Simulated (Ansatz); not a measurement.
Ansatz (a first-principles code) input:

Ansatz 0.2 input:
```yaml
crystal:
  periodic: [false, false, false]
  atoms:
    - {symbol: C, position_ang: [1.50492706, -0.60466710, -0.07475432]}
    - {symbol: C, position_ang: [1.44770015, 0.91750541, 0.24036628]}
    - {symbol: C, position_ang: [-0.06470589, 0.62140119, 0.42475711]}
    - {symbol: C, position_ang: [0.12960980, -0.71401574, 0.12316742]}
    - {symbol: C, position_ang: [-1.31589384, -0.96191009, -0.30454618]}
    - {symbol: C, position_ang: [-1.48805331, 0.61285143, -0.15318532]}
    - {symbol: H, position_ang: [2.28835060, -1.23843322, -0.46748317]}
    - {symbol: H, position_ang: [1.68142096, 1.54341397, -0.62461506]}
    - {symbol: H, position_ang: [1.99299505, 1.29271556, 1.10854041]}
    - {symbol: H, position_ang: [-1.45236276, -1.34466810, -1.31581685]}
    - {symbol: H, position_ang: [-1.91659155, -1.55342644, 0.38585634]}
    - {symbol: H, position_ang: [-1.58364837, 1.11280011, -1.12019523]}
    - {symbol: H, position_ang: [-2.29166764, 0.96060734, 0.49888356]}
basis:
  gaussian:
    orbitals: def2-TZVP
hamiltonian:
  xc: b3lyp
  dispersion: d3bj
magnetization: {spin_polarized: true, initial_magnetization: 1}
phonons: {temperatures: {t_min: 298.15, t_max: 298.15, t_step: 100}}
```

Question: Predict the final energy.

Answer: -232.76227 Eh (B3LYP-D3(BJ)/def2-TZVP). The basis has 228 functions.

It need not be the lowest isomer of its formula.
